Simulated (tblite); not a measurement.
`FC1=C[SiH2]OC=CC1`. The geometry is computed with GFN2-xTB (gas phase).

```
atom  x, y, z in Å
F1    -1.2213   -2.3110   -0.8931
C2    -0.4560   -1.3516   -0.3090
C3     0.8441   -1.2942   -0.5492
Si4    1.8620    0.1038    0.1809
O5     1.0070    1.4913    0.0735
C6    -0.2825    1.7592   -0.2029
C7    -1.3203    0.9553   -0.0159
C8    -1.2342   -0.4268    0.5779
H9     1.2756   -2.0284   -1.2121
H10    3.0424    0.3768   -0.6299
H11    2.1595   -0.1307    1.5968
H12   -0.4117    2.7551   -0.6116
H13   -2.2966    1.3121   -0.3004
H14   -0.7362   -0.3722    1.5508
H15   -2.2362   -0.8308    0.7224
```

Task: Which two atoms are farthest apart?

Result: H10···H15, 5.58 Å; the next longest distance is 5.43 Å.

Task: Work out the bond lengths C2=C3, Si4–H10, C7–H13, C8–H15 in pm.

Result: For C2=C3 the difference vector is (1.3001, 0.0574, -0.2402) Å, of length 1.3233 Å. C2=C3 132.3; Si4–H10 145.8; C7–H13 107.8; C8–H15 109.0 pm.

Task: Give the dihedral angles C8–C2–C3–Si4, Si4–O5–C6–C7, C3–C2–C8–C7, C3–C2–C8–H14.

Result: C8–C2–C3–Si4 -4° (synperiplanar); Si4–O5–C6–C7 26° (synperiplanar); C3–C2–C8–C7 69° (synclinal); C3–C2–C8–H14 -51° (synclinal). Dihedral signs follow IUPAC: positive where, seen along the central bond, the front bond turns clockwise onto the rear one.

Task: How far apart are these pairs, which share no bond: C2···H12, Si4···H15, C8···H12, H9···H14, H10···H11, H11···H12?

Result: C2···H12 4.118 Å (4 bonds apart); Si4···H15 4.238 Å (4 bonds apart); C8···H12 3.495 Å (3 bonds apart); H9···H14 3.798 Å (4 bonds apart); H10···H11 2.449 Å (2 bonds apart); H11···H12 4.452 Å (4 bonds apart).

Task: How far are the heavy atoms from their best plane (unweighted least squares)?

Result: 0.351 Å rms; F1 0.36, C2 0.05, C3 0.19, Si4 0.29, O5 0.07, C6 0.40, C7 0.08, C8 0.75 Å (magnitudes).

Task: Where is the centre of mass (commonest isotopes), and what is the radius of gyration?

Result: Mass 130.025 u; centre at (0.126, -0.157, -0.120) Å; Rg = √(Σ m r²/M) = 1.941 Å. As Ia + Ib + Ic = 2 Σ m r², the three principal moments sum to 979.6 u·Å².

Task: What is the repulsion energy of the bare nuclei, Σ ZA·ZB/RAB?

Result: 445.00 Eh over 105 pairs, with full nuclear charges and distances in bohr; the largest single term is 36.29 Eh (Si4 with O5).

Task: Write the matrix of distances between heavy atoms (Å, lower triangle).

Result: 
```
F1    0.000
C2    1.359  0.000
C3    2.328  1.323  0.000
Si4   4.061  2.781  1.877  0.000
O5    4.512  3.220  2.859  1.633  0.000
C6    4.234  3.117  3.273  2.736  1.346  0.000
C7    3.383  2.481  3.167  3.300  2.390  1.326  0.000
C8    2.390  1.499  2.518  3.166  2.993  2.509  1.507  0.000
```

Its GFN2-xTB frequencies are all real (lowest 74 cm⁻¹). One conformer, not necessarily the lowest.

Time: 2.0 s. Hardware: one thread of an Intel Xeon at 2.50 GHz, shared host with 64 logical CPUs at a one-minute load of 62. That covers the optimisation of the geometry.
